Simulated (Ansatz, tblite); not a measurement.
Isomers of TaO$_{4}$H$_{3}$ (singlet), found by a short tight-binding search and relaxed with PBE-D4/def2-SVP in Ansatz.

In the def2 sets Ta takes a core potential; there is no spin–orbit coupling. The xTB rows come from tblite.

Run but left out: HF/def2-TZVP, MP2/def2-TZVP, CCSD/def2-TZVP, CCSD(T)/def2-TZVP (B: restricted singlet, unstable towards broken spin symmetry); PBE-QIDH/def2-TZVP (B: restricted singlet, unstable in another Hartree–Fock run and untested here).

A: It holds 1 O–O bond. B: The restricted singlet is unstable towards broken spin symmetry in Hartree–Fock (as tested in another run); at PBE-D4/def2-TZVP, r2SCAN-D4/def2-TZVP, PBE0-D4/def2-TZVP this wasn't settled. It holds 1 O–O bond. C: It holds 1 O–O bond.

Other spin states weren't relaxed.

A:

```xyz
8

Ta    0.261   -0.056   -0.153
O    -1.454   -0.676    0.716
O    -1.626    0.784    0.788
O     1.843   -0.917    0.484
O     0.083   -0.324   -1.857
H    -2.355    0.950    0.145
H     0.702    1.671   -0.176
H     2.546   -1.432    0.052
```

B:

```xyz
8

Ta   -0.225   -0.001    0.228
O     1.353   -0.903    0.802
O    -0.665    1.777   -0.376
O    -0.722   -0.833   -1.416
O     0.322    1.762    0.778
H    -0.858   -0.580   -2.345
H     2.296   -0.730    0.962
H    -1.501   -0.492    1.367
```

C:

```xyz
8

Ta   -0.038   -0.011   -0.026
O    -1.822   -0.358   -0.705
O    -0.773   -0.554   -1.738
O     0.173    1.798    0.520
O     0.440   -1.216    1.364
H     1.427   -0.159   -1.018
H     0.512   -2.178    1.482
H     0.081    2.679    0.120
```

Estimate their order by electronic energy at PBE0-D4/def2-TZVP, counted from the lowest.

C (0.0) < B (9.2) < A (38.2), in kJ/mol.

Do the other levels pick the same lowest one?

Not GFN2-xTB. Energies above each level's lowest (kJ/mol):

| level | A | B | C |
| --- | --- | --- | --- |
| GFN1-xTB | 73.8 | 1.9 | 0.0 |
| GFN2-xTB | 63.5 | 0.0 | 14.5 |
| PBE-D4/def2-TZVP | 38.2 | 9.2 | 0.0 |
| r2SCAN-D4/def2-TZVP | 40.8 | 6.9 | 0.0 |
| PBE0-D4/def2-TZVP | 38.2 | 9.2 | 0.0 |
Point groups (tolerance 0.1 Å): A not assigned, B not assigned, C Cs. B and C have the same bonds, so they are conformers or stereoisomers. Lower isomers may exist.
